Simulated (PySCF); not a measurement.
A structure optimised at PBE0-D3(BJ)/def2-SVP (Å):
```
atom  x, y, z in Å
F1     0.1262    1.6239    0.5260
C2    -0.7577    1.0715   -0.3479
C3    -1.8025    0.1683    0.2137
C4    -0.6383   -0.4093   -0.5446
O5     0.3101   -1.1037    0.1697
Si6    1.9235   -0.6896    0.3707
H7    -0.9729    1.7360   -1.1907
H8    -1.7587    0.0223    1.2963
H9    -2.8025    0.1624   -0.2273
H10   -0.8246   -0.8033   -1.5522
H11    2.1648   -0.0357    1.6876
H12    2.3763    0.2002   -0.7409
H13    2.6814   -1.9724    0.3282
```

Charge 0, singlet.

Read off the bonds between heavy atoms and their formal orders.

F1–C2 1.36 Å (single); C2–C3 1.49 Å (single); C3–C4 1.50 Å (single); C4–O5 1.38 Å (single); O5–Si6 1.68 Å (single); C2–C4 1.50 Å (single). Bonds to hydrogen (Å): C2–H7 1.09; C3–H8 1.09; C3–H9 1.09; C4–H10 1.10; Si6–H11 1.49; Si6–H12 1.49; Si6–H13 1.49.

Give the structure as a SMILES string.

`F[C@@H]1C[C@@H]1O[SiH3]`, C3H7FOSi. Among its features: C–F bond, Si–H bond and cyclopropane ring.

Name the point group.

C1 (no symmetry element, even within 0.4 Å).

Which rings does it hold (smallest set)?

C2–C3–C4 (3 members).

Describe the place of each heavy atom.

F1: alkyl fluorine; C2: sp3 C–F carbon; C3: three-membered-ring carbon; C4: sp3 carbon bound to oxygen; O5: silyl ether oxygen; Si6: oxygen-bound silicon.

What is the arrangement about O5?

It has 2 neighbours (C4, Si6) and is bent (angle 126.9°).

What is the arrangement about Si6?

It has 4 neighbours (O5, H11, H12, H13) and is distorted tetrahedral (angles from 105.9° to 111.7°).

These are computed values.
